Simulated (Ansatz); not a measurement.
Two isomers of CH6GeOSi: A = `[SiH3][GeH]1[CH2][O]1`, B = `[OH][GeH]1[CH2][SiH2]1`.

Program: Ansatz. Geometries: PBE0-D4/def2-TZVP. ΔE: electronic, gas phase. CCSD(T)/CBS adds triple-zeta CCSD(T) − MP2 to the extrapolated MP2 energy (def2 sets, frozen cores). Functionals use def2-TZVPP. B3LYP here is the variant with VWN-RPA as its local correlation; programs differ in this. For Ge outer-core shells are correlated without core-valence functions, which leaves a few kJ/mol of doubt a bond. Scalar relativity is left out up to krypton. One conformer a species, not always the lowest.

Problem. Which is lower in electronic energy at CCSD(T)/CBS, and by how much? (An estimate is asked.)

Solution. The calculation gave: B, by 17.7 kcal/mol.

Problem. Give E(B) − E(A) in kcal/mol with HF/def2-TZVPP, B3LYP, B3LYP-D4, PBE-D4, CCSD(T)/def2-TZVPP, r2SCAN-D4, ωB97M-V. (Estimate.)

Solution. Ansatz gave: HF/def2-TZVPP -19.0, B3LYP -15.3, B3LYP-D4 -15.7, PBE-D4 -15.3, CCSD(T)/def2-TZVPP -17.4, r2SCAN-D4 -16.9, ωB97M-V -18.4. None reverses the order clearly.

Largest T1 diagnostic: 0.015.

From PBE to PBE0 (25 % exact exchange), in def2-TZVPP and without D4, E(B) − E(A) moves by −2.6 kcal/mol.
